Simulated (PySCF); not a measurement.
**SbO₃⁻, singlet: computed properties**

Level of theory: PySCF, B3LYP, basis Sb def2-SVPD with ECP28, O def2-SVPD (scalar-relativistic core potentials, no spin–orbit coupling, density fitting).

The structure is a minimum.

Z-matrix (Å, degrees; charge -1 multiplicity 1):
```
Sb
O  1 1.8735
O  1 1.8735 2 120.00
O  1 1.8735 2 120.00 3 180.00
```

* Point group: D3h
* Bond lengths: Sb–O 1.873 Å (×3)
* Bond angles: O–Sb–O 120.0° (×3)
* Principal quadrupole moments (Buckingham, traceless) about the centre of mass: -9.60, -9.60, 19.20 D Å
* Entropy at 298.15 K and 1 bar: 292.8 J/(mol K)
* Dipole moment about the centre of mass: 0.00 D
* Rotational symmetry number: 6
* Principal polarisabilities: 43.2, 70.3, 70.4 bohr³
* Highest occupied level: -2.91 eV
* Heat capacity Cp at 298.15 K: 65.1 J/(mol K)
* Zero-point energy: 17.5 kJ/mol
* Rotational constants: 0.2002, 0.2002, 0.1001 cm⁻¹
* Lowest empty level: 1.52 eV
* Enthalpy at 298.15 K above 0 K: 14.86 kJ/mol

Harmonic modes (masses in u: Sb 120.904, O 15.995):
```tsv
symmetry	ω (cm⁻¹)	IR (km/mol, summed over degenerate members)	μ (u)	type
a2''	187	60.4	21.23	bend
e'	232	85.3	17.76	bend
a1'	728	0.0	15.99	stretch
e'	773	282	18.76	stretch
```

In D3h the vibrations span a2'' + 2e' + a1'. The a1' mode carries no infrared intensity, as symmetry demands.

Charges (e); Mulliken and Löwdin values are unreliable with diffuse functions:
```csv
atom,Mulliken,Löwdin,polar tensor,Mayer order to Sb1
Sb1,2.12,1.59,1.44,–
"O2,3,4",-1.04,-0.86,-0.81,1.13
```

Mulliken populations on Sb1 (electrons outside its core potential): s 2.98, p 7.49, d 10.41.

Outer orbital energies (eV). occupied: -5.25, -5.25, -4.85, -3.27, -3.27, -3.21, -3.21, -2.91; empty: 1.52, 2.46, 4.83, 5.83.

Counting electrons, antimony keeps none of its valence electrons outside its bonds, so the VSEPR class is AX3 and the expected shape is trigonal planar (D3h), as computed.

This need not be the most stable arrangement of these atoms. The lowest empty level of this anion is unbound, so it and the gap depend on the basis.

The final relaxation and frequency run took of the order of 40 core-seconds on a shared host.
